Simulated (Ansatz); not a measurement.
Cost and result up the ladder for Cd10Te10H30 (50 atoms). The state is a singlet with charge 0. Geometry: PBE-D4/def2-SVP.

Cartesian coordinates in Å:
```
Cd 3.436 -0.149 -2.030
Cd -1.658 2.060 -4.858
Cd 1.476 -3.701 -0.694
Cd -4.476 -2.457 -1.881
Cd 0.519 4.296 -3.090
Cd 2.918 -0.479 2.264
Cd -0.867 4.343 2.769
Cd -1.089 0.577 -0.218
Cd -3.415 -3.269 1.421
Cd -1.479 1.346 4.584
Te 1.221 0.574 -4.046
Te 3.469 2.775 -1.208
Te 1.447 -0.895 -0.138
Te -2.623 0.043 -2.567
Te -1.350 -3.712 -1.878
Te 0.203 -4.238 1.991
Te -0.453 3.350 -0.239
Te 1.820 2.337 2.816
Te 1.075 -1.419 4.514
Te -2.191 -0.507 2.157
H 4.859 -0.793 -2.705
H -1.199 3.319 -3.743
H -2.105 1.233 -6.262
H 2.569 -4.799 -1.398
H -5.068 -2.931 -3.390
H -4.271 -2.266 -0.157
H 1.696 2.954 -3.210
H 0.161 5.955 -3.194
H 4.578 -0.652 2.634
H -0.244 5.911 2.752
H -1.725 2.894 3.235
H -1.922 -3.864 0.601
H -4.639 -3.622 2.551
H 0.284 1.080 4.345
H -2.815 1.360 5.638
H 2.207 1.125 -5.292
H 1.179 -0.964 -4.798
H 4.429 3.299 -2.481
H 4.875 2.567 -0.264
H -3.770 1.125 -1.982
H -0.888 -3.965 -3.509
H -1.554 -5.372 -1.711
H -0.374 -5.811 1.856
H 1.637 -4.860 2.697
H -2.063 3.717 -0.559
H 3.108 3.186 2.058
H 2.646 2.463 4.277
H 2.092 -0.593 5.570
H 2.016 -2.823 4.778
H -3.680 0.253 1.996
```

Ansatz on 11 threads of AMD EPYC 7R13 on a shared host and a whole NVIDIA H100 80GB HBM3. Times are rough, and most runs start from the orbitals of an earlier one. PBE0-D4/def2-TZVP serves as the yardstick here, not as an exact answer. Differences are given only for rows in sets of like size (and for xTB, whose basis is part of the method), since another set adds its own error. Binding counts from free atoms at the same level (Cd singlet, Te triplet, H doublet; other spins of the atoms weren't run), without zero-point energy or a counterpoise term.

In the def2 sets Cd, Te take a core potential; there is no spin–orbit coupling. HSE06 is defined as in plane-wave codes, on full-range PBE exchange. Correlated methods freeze 40 core orbitals; core or outer-core shells of Cd, Te are correlated, in sets that lack core-valence functions. Single mean-field runs in def2-SVP, def2-TZVP are fitted with def2-universal-jkfit.

Correlated methods converge slowly with the basis.

| level | functions | wall time | binding energy per atom (eV) | difference from PBE0-D4/def2-TZVP (eV) |
| --- | --- | --- | --- | --- |
| PBE-D4/def2-SVP | 720 | 20 s | 1.82 | – |
| PBE0-D4/def2-TZVP (with forces) | 1080 | 21 s | 1.81 | 0.00 |
| PBE0-D4/def2-SVP | 720 | 21 s | 1.80 | – |
| PBE-D4/def2-TZVP | 1080 | 23 s | 1.82 | 0.01 |
| HSE06-D4/def2-TZVP | 1080 | 27 s | 1.80 | 0.00 |
| r2SCAN-D4/def2-TZVP (with forces) | 1080 | 28 s | 1.83 | 0.02 |
| MP2/def2-TZVP | 1080 | 39 s | 1.66 | -0.14 |
